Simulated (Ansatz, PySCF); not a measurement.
Gas-phase reaction in SMILES: C1=CO1 → [C]1=CO1 + H atom (the C-H bond at the site shown breaks; other sites are not compared here)
Geometries: B3LYP-D3(BJ)/def2-TZVP minima from Ansatz (a first-principles code). Unstable Hartree-Fock reference: C1=CO1.
Geometry of the first species:
SMILES: C1=CO1
```xyz
5

C     -0.5598    -0.3894    -0.1406
C      0.6961    -0.5349    -0.0506
O     -0.1265     0.8836     0.1831
H     -1.5447    -0.7845    -0.3237
H      1.7394    -0.7389     0.0057
```
Charge 0, spin multiplicity 1.

Wanted: bond dissociation energy (enthalpy at 298 K, with B3LYP-D3(BJ) rigid-rotor harmonic-oscillator terms from PySCF), in eV. Valence correlation only, unless marked. Open shells are spin-unrestricted. Spin-orbit coupling is left out. Non-relativistic. FCI takes restricted orbitals. CBS(X,Y): correlation extrapolated as X^-3; Hartree-Fock from the larger set.

```
level                   program  bond dissociation energy (eV)
----------------  -------------  -----------------------------
HF/aug-cc-pVTZ           Ansatz                           2.25
HF-D4/def2-TZVPD  PySCF + dftd4                           2.29
```

Estimate the value at CCSD(T)/CBS(cc-pVTZ,cc-pVQZ) as computed with Ansatz.

3.56 eV
